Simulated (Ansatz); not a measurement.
**Worked example: vertical ionisation energy of CH5BO2 (SMILES COBO)**

CH5BO2: 9 atoms, total charge 0, spin state singlet. As SMILES, `COBO`. The coordinates come from a PBE0-D4/def2-TZVP relaxation. This is one conformer, not always the lowest.

```xyz
9

C     0.2818    0.8019   -1.0574
O    -0.1135    0.4548    0.2510
B    -0.1349   -0.8341    0.6716
O    -0.5246   -1.1185    1.9385
H     0.5681   -0.0798   -1.6376
H     1.1314    1.4864   -1.0062
H    -0.5448    1.3075   -1.5617
H     0.1839   -1.7384   -0.0476
H    -0.7589   -0.3263    2.4322
```

Both states at this one shape; open shells run unrestricted unless said. 1 Eh = 27.2114 eV.

```
                              level  program  singlet CH5BO2 (Eh)  doublet [CH5BO2]+ (Eh)
                        PBE/cc-pVDZ   Ansatz          -216.243257             -215.860507
                     revPBE/cc-pVDZ   Ansatz          -216.433865             -216.052893
MP2/cc-pVDZ, 4 core orbitals frozen   Ansatz          -215.894935             -215.475557
```

**Question.** Work out the vertical ionisation energy at each level.

**Answer.** 
1. PBE/cc-pVDZ: -215.860507 − (-216.243257) = 0.382750 Eh = 10.42 eV.
2. revPBE/cc-pVDZ: -216.052893 − (-216.433865) = 0.380972 Eh = 10.37 eV.
3. MP2/cc-pVDZ: -215.475557 − (-215.894935) = 0.419378 Eh = 11.41 eV.

No measured value is set beside it here; the levels span 10.37 to 11.41 eV.
